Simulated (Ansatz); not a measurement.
```yaml
crystal:
  periodic: [false, false, false]
  atoms:
    - {symbol: Mg, position_ang: [0.037311, -0.506449, -2.477615]}
    - {symbol: Mg, position_ang: [-2.439640, 0.624527, -0.165536]}
    - {symbol: Mg, position_ang: [-0.037012, 0.507555, 2.477378]}
    - {symbol: Mg, position_ang: [2.439370, -0.625524, 0.165732]}
    - {symbol: Se, position_ang: [-2.292833, 0.111206, -2.516736]}
    - {symbol: Se, position_ang: [-2.362601, 1.080295, 2.200859]}
    - {symbol: Se, position_ang: [2.291808, -0.114992, 2.517500]}
    - {symbol: Se, position_ang: [2.363589, -1.076627, -2.201582]}
basis:
  gaussian: {orbitals: def2-TZVP, initial_orbitals: start.molden}
hamiltonian: {xc: {name: wB97X-V}}
scf: {omitted_lower_state_checks: [starts]}
output: {orbitals: {seedname: orbitals}}
```

The file start.molden holds the orbitals of an earlier run on this structure, at another level or in another basis.

```sh
$ ansatz run in.yaml --threads 4 --pin off --events-out ev --progress --plain --max-ram 4787MiB
```

Does this run fit into the memory that it is given?

No. It has 320 basis functions, and Ansatz plans for 6 GiB where 5 GiB are given.
